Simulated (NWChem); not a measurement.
The numbers come from NWChem runs, not from measurements. System: H$_{4}$PSi, charge 0, spin multiplicity 2, at a geometry optimised with UB3LYP/def2-SVP. The structure started from a generated list of species. Its SCF solution wasn't tested for a lower state. Level: UM06-2X/def2-TZVP.

Job file:

```
start mol
memory heap 200 mb stack 900 mb global 1100 mb
geometry units angstroms nocenter noautoz
  Si    -0.414670     1.074888     0.000000
  P      0.427674    -1.036914     0.000000
  H      0.098396     1.787225     1.215307
  H      0.098396     1.787225    -1.215307
  H     -0.403265    -1.534583     1.050196
  H     -0.403265    -1.534583    -1.050196
  symmetry group Cs
end
basis spherical
  * library def2-tzvp
end
dft
  xc m06-2x
  odft
  mult 2
  semidirect memsize 60000000 filesize 0
  iterations 100
  grid fine
end
task dft energy
```

Part of the output:

```
             Northwest Computational Chemistry Package (NWChem) 7.3.0
             --------------------------------------------------------

                                NWChem Input Module
                                -------------------

 Scaling coordinates for geometry "geometry" by  1.889725989
 (inverse scale =  0.529177249)

 Turning off AUTOSYM since
 SYMMETRY directive was detected!

                             Geometry "geometry" -> ""
                             -------------------------

 Output coordinates in angstroms (scale by  1.889725989 to convert to a.u.)

  No.       Tag          Charge          X              Y              Z
 ---- ---------------- ---------- -------------- -------------- --------------
    1 Si                  14.0000    -0.41467000     1.07488800     0.00000000
    2 P                   15.0000     0.42767400    -1.03691400     0.00000000
    3 H                    1.0000     0.09839600     1.78722500     1.21530700
    4 H                    1.0000     0.09839600     1.78722500    -1.21530700
    5 H                    1.0000    -0.40326500    -1.53458300     1.05019600
    6 H                    1.0000    -0.40326500    -1.53458300    -1.05019600

 Effective nuclear repulsion energy (a.u.)      81.3196649161

            Nuclear Dipole moment (a.u.)
            ----------------------------
        X                 Y               Z
 ---------------- ---------------- ----------------
    -0.0000151178     0.0000113384     0.0000000000

      Symmetry information
      --------------------

 Group name             Cs
 Group number              2
 Group order               2
 No. of unique centers     4

      Symmetry unique atoms

     1    2    3    5


 Summary of "ao basis" -> "" (spherical)
 ------------------------------------------------------------------------------
       Tag                 Description            Shells   Functions and Types
 ---------------- ------------------------------  ------  ---------------------
 *                         def2-tzvp                  on all atoms

                                 NWChem DFT Module
                                 -----------------

 Summary of "ao basis" -> "ao basis" (spherical)
 ------------------------------------------------------------------------------
       Tag                 Description            Shells   Functions and Types
 ---------------- ------------------------------  ------  ---------------------
 Si                        def2-tzvp                13       37   5s5p2d1f
 P                         def2-tzvp                13       37   5s5p2d1f
 H                         def2-tzvp                 4        6   3s1p

 Summary of "ao basis" -> "ao basis" (spherical)
 ------------------------------------------------------------------------------
       Tag                 Description            Shells   Functions and Types
 ---------------- ------------------------------  ------  ---------------------
 Si                        def2-tzvp                13       37   5s5p2d1f
 P                         def2-tzvp                13       37   5s5p2d1f
 H                         def2-tzvp                 4        6   3s1p

      Symmetry analysis of basis
      --------------------------

        a'         62
        a"         36

            General Information
            -------------------
          SCF calculation type: DFT
          Wavefunction type:  spin polarized.
          No. of atoms     :     6
          No. of electrons :    33
           Alpha electrons :    17
            Beta electrons :    16
          Charge           :     0
          Spin multiplicity:     2
          Use of symmetry is: on ; symmetry adaption is: on
          Maximum number of iterations: 100
          AO basis - number of functions:    98
                     number of shells:    42
          Convergence on energy requested:  1.00D-06
          Convergence on density requested:  1.00D-05
          Convergence on gradient requested:  5.00D-04

              XC Information
              --------------
                       M06-2X Method XC Functional
                     Hartree-Fock (Exact) Exchange  0.540
                        M06-2X Exchange Functional  1.000
                      M06-2X Correlation Potential  1.000

             Grid Information
             ----------------
          Grid used for XC integration:  fine
          Radial quadrature: Mura-Knowles
          Angular quadrature: Lebedev.
          Tag              B.-S. Rad. Rad. Pts. Rad. Cut. Ang. Pts.
          ---              ---------- --------- --------- ---------
          Si                  1.10      123          10.0       770
          P                   1.00      123          10.0       770
          H                   0.35       60          11.0       590
          Grid pruning is: on
          Number of quadrature shells:   366
          Spatial weights used:  Erf1

          Convergence Information
          -----------------------
          Convergence aids based upon iterative change in
          total energy or number of iterations.
          Levelshifting, if invoked, occurs when the
          HOMO/LUMO gap drops below (HL_TOL):  1.00D-02
          DIIS, if invoked, will attempt to extrapolate
          using up to (NFOCK): 10 stored Fock matrices.

                    Damping( 0%)  Levelshifting(0.5)       DIIS
                  --------------- ------------------- ---------------
          dE  on:    start            ASAP                start
          dE off:    2 iters        100 iters           100 iters
[...]
              MO Center= -4.1D-01,  5.1D-01, -3.4D-15, r^2= 3.8D+00
   Bfn.  Coefficient  Atom+Function         Bfn.  Coefficient  Atom+Function
  ----- ------------  ---------------      ----- ------------  ---------------
    15      0.414936  1 Si px                 5     -0.343098  1 Si s
    18      0.302838  1 Si px                55     -0.223872  2 P  px
    52     -0.209364  2 P  px                 4     -0.205675  1 Si s
    12      0.154670  1 Si px                53      0.145126  2 P  py
     6     -0.137176  1 Si px                56      0.121193  2 P  py

 Vector   18  Occ=0.000000D+00  E= 3.469238D-02  Symmetry=a'
              MO Center= -2.4D-01,  4.5D-01, -3.4D-15, r^2= 6.5D+00
   Bfn.  Coefficient  Atom+Function         Bfn.  Coefficient  Atom+Function
  ----- ------------  ---------------      ----- ------------  ---------------
    42      1.226144  2 P  s                 19      1.130615  1 Si py
     5     -0.877655  1 Si s                 56      0.852552  2 P  py
    16      0.385589  1 Si py                18     -0.363360  1 Si px
    55     -0.365176  2 P  px                53      0.245468  2 P  py
    15     -0.147590  1 Si px                40     -0.143738  2 P  s

 Vector   19  Occ=0.000000D+00  E= 4.463088D-02  Symmetry=a"
              MO Center=  2.2D-01, -6.1D-01,  2.2D-14, r^2= 4.0D+00
   Bfn.  Coefficient  Atom+Function         Bfn.  Coefficient  Atom+Function
  ----- ------------  ---------------      ----- ------------  ---------------
    57      0.930116  2 P  pz                89     -0.882264  5 H  s
    95      0.882264  6 H  s                 20      0.366673  1 Si pz
    77     -0.359716  3 H  s                 83      0.359716  4 H  s
    54      0.198785  2 P  pz                88     -0.150487  5 H  s
    94      0.150487  6 H  s                 64      0.124649  2 P  d -1

 Vector   20  Occ=0.000000D+00  E= 5.728060D-02  Symmetry=a'
              MO Center= -8.2D-02, -6.5D-01, -8.1D-14, r^2= 5.7D+00
   Bfn.  Coefficient  Atom+Function         Bfn.  Coefficient  Atom+Function
  ----- ------------  ---------------      ----- ------------  ---------------
    42      1.068371  2 P  s                 89     -1.000766  5 H  s
    95     -1.000766  6 H  s                 56     -0.834488  2 P  py
     5      0.829034  1 Si s                 55     -0.749269  2 P  px
    77     -0.633474  3 H  s                 83     -0.633474  4 H  s
    18      0.518879  1 Si px                 4      0.342934  1 Si s

                     DFT Final Beta Molecular Orbital Analysis
                     -----------------------------------------

 Vector   14  Occ=1.000000D+00  E=-3.986015D-01  Symmetry=a"
              MO Center= -6.1D-02,  1.2D+00,  5.4D-14, r^2= 3.0D+00
   Bfn.  Coefficient  Atom+Function         Bfn.  Coefficient  Atom+Function
  ----- ------------  ---------------      ----- ------------  ---------------
    17      0.284669  1 Si pz                76      0.212536  3 H  s
    82     -0.212536  4 H  s                 75      0.134785  3 H  s
    81     -0.134785  4 H  s                 77      0.130523  3 H  s
    83     -0.130523  4 H  s                  8     -0.115099  1 Si pz
    14      0.114899  1 Si pz                54     -0.112431  2 P  pz

 Vector   15  Occ=1.000000D+00  E=-3.802597D-01  Symmetry=a'
              MO Center=  1.7D-01, -2.9D-01, -4.2D-14, r^2= 2.9D+00
   Bfn.  Coefficient  Atom+Function         Bfn.  Coefficient  Atom+Function
  ----- ------------  ---------------      ----- ------------  ---------------
    53      0.305964  2 P  py                16     -0.202832  1 Si py
    41      0.183786  2 P  s                 42      0.183152  2 P  s
    52      0.171682  2 P  px                50      0.131676  2 P  py
    56      0.131527  2 P  py                88     -0.129211  5 H  s
    94     -0.129211  6 H  s                 40     -0.116844  2 P  s

 Vector   16  Occ=1.000000D+00  E=-3.213478D-01  Symmetry=a'
              MO Center=  3.6D-01, -6.6D-01, -1.6D-15, r^2= 2.8D+00
   Bfn.  Coefficient  Atom+Function         Bfn.  Coefficient  Atom+Function
  ----- ------------  ---------------      ----- ------------  ---------------
    52      0.339913  2 P  px                55      0.258846  2 P  px
    41      0.249650  2 P  s                 42      0.223376  2 P  s
    16      0.183440  1 Si py                53     -0.168621  2 P  py
    49      0.151512  2 P  px                40     -0.149470  2 P  s
     4     -0.131169  1 Si s                 43     -0.129607  2 P  px

 Vector   17  Occ=0.000000D+00  E=-8.178462D-02  Symmetry=a'
              MO Center= -8.8D-01,  9.5D-01, -6.4D-15, r^2= 4.1D+00
   Bfn.  Coefficient  Atom+Function         Bfn.  Coefficient  Atom+Function
  ----- ------------  ---------------      ----- ------------  ---------------
    18      0.734316  1 Si px                 5     -0.366719  1 Si s
    55     -0.264964  2 P  px                15      0.143549  1 Si px
    12      0.136807  1 Si px                42     -0.127255  2 P  s
    53      0.123346  2 P  py                 6     -0.109374  1 Si px
     4     -0.096784  1 Si s                  3      0.095340  1 Si s

 Vector   18  Occ=0.000000D+00  E= 3.351144D-02  Symmetry=a'
              MO Center= -3.3D-01,  6.3D-01, -1.1D-13, r^2= 7.4D+00
   Bfn.  Coefficient  Atom+Function         Bfn.  Coefficient  Atom+Function
  ----- ------------  ---------------      ----- ------------  ---------------
    19      1.395521  1 Si py                42      1.332873  2 P  s
     5     -1.067791  1 Si s                 56      1.022425  2 P  py
    18     -0.548257  1 Si px                55     -0.338871  2 P  px
    16      0.220369  1 Si py                53      0.212038  2 P  py
     4     -0.194502  1 Si s                  3      0.150033  1 Si s

 Vector   19  Occ=0.000000D+00  E= 4.735308D-02  Symmetry=a"
              MO Center=  2.7D-01, -7.4D-01,  1.2D-12, r^2= 3.9D+00
   Bfn.  Coefficient  Atom+Function         Bfn.  Coefficient  Atom+Function
  ----- ------------  ---------------      ----- ------------  ---------------
    57      1.032902  2 P  pz                89     -0.945579  5 H  s
    95      0.945579  6 H  s                 77     -0.275869  3 H  s
    83      0.275869  4 H  s                 20      0.256013  1 Si pz
    54      0.197861  2 P  pz                88     -0.146827  5 H  s
    94      0.146827  6 H  s                 51      0.127766  2 P  pz

   alpha - beta orbital overlaps
   -----------------------------

   alpha      1      2      3      4      5      6      7      8      9     10
    beta      1      2      3      4      7      5      6     10      8      9
 overlap   1.000  1.000  1.000  1.000  0.717  1.000  0.717  0.985  0.985  1.000

   alpha     11     12     13     14     15     16     17     18     19     20
    beta     11     12     13     14     15     16     17     18     19     20
 overlap   0.999  0.994  0.999  0.999  0.996  0.971  0.930  0.975  0.994  0.988

   alpha     21     22     23     24     25     26     27     28     29     30
    beta     21     22     24     26     25     23     29     27     28     31
 overlap   0.978  0.990  0.769  0.982  0.974  0.693  0.751  0.813  0.746  0.729

   alpha     31     32     33     34     35     36     37     38     39     40
    beta     30     32     33     35     34     36     37     38     39     40
 overlap   0.714  0.994  0.984  0.984  0.999  0.988  0.953  0.999  0.954  0.993

   alpha     41     42     43     44     45     46     47     48     49     50
    beta     41     42     43     44     46     45     48     47     49     50
 overlap   0.999  0.997  0.999  0.997  0.968  0.915  0.967  0.820  0.877  0.979

   alpha     51     52     53     54     55     56     57     58     59     60
    beta     51     52     53     54     55     56     57     59     58     60
 overlap   0.981  0.978  0.994  0.993  0.999  0.994  1.000  0.917  0.938  0.997

   alpha     61     62     63     64     65     66     67     68     69     70
    beta     61     62     63     64     65     66     67     68     69     70
 overlap   0.986  0.991  0.994  0.988  0.994  0.997  0.997  0.998  1.000  1.000

   alpha     71     72     73     74     75     76     77     78     79     80
    beta     71     72     73     74     75     76     77     78     79     80
 overlap   0.999  0.999  0.999  0.999  1.000  1.000  1.000  1.000  0.999  0.999

   alpha     81     82     83     84     85     86     87     88     89     90
    beta     81     82     83     84     85     86     87     88     89     90
 overlap   1.000  1.000  1.000  0.999  1.000  1.000  1.000  1.000  1.000  1.000

   alpha     91     92     93     94     95     96     97     98
    beta     91     92     93     94     95     96     97     98
 overlap   1.000  1.000  1.000  1.000  1.000  1.000  1.000  1.000

     --------------------------
     Expectation value of S2:
     --------------------------
      <S2> =      0.7543 (Exact =     0.7500)

 center of mass
 --------------
 x =   0.03093343 y =  -0.04608113 z =   0.00000000

 moments of inertia (a.u.)
 ------------------
         292.736460584227          87.772000920294           0.000000000000
          87.772000920294          57.160219255755           0.000000000000
           0.000000000000           0.000000000000         312.756606453874

     Multipole analysis of the density
     ---------------------------------

     L   x y z        total         alpha         beta         nuclear
     -   - - -        -----         -----         ----         -------
     0   0 0 0     -0.000000    -17.000000    -16.000000     33.000000

     1   1 0 0     -0.300229      0.532636     -0.832850     -0.000015
     1   0 1 0     -0.050163     -0.832220      0.782046      0.000011
     1   0 0 1     -0.000000     -0.000000     -0.000000      0.000000

     2   2 0 0    -23.242397    -24.627753    -18.239433     19.624789
     2   1 1 0      0.611262     22.447220     18.526538    -40.362497
     2   1 0 1     -0.000000     -0.000000     -0.000000      0.000000
     2   0 2 0    -21.993596    -91.887692    -85.095362    154.989458
     2   0 1 1     -0.000000     -0.000000      0.000000      0.000000
     2   0 0 2    -21.253087    -20.629308    -19.049633     18.425854

 Task  times  cpu:       10.2s     wall:       10.2s

 Total times  cpu:       10.3s     wall:       10.3s
```
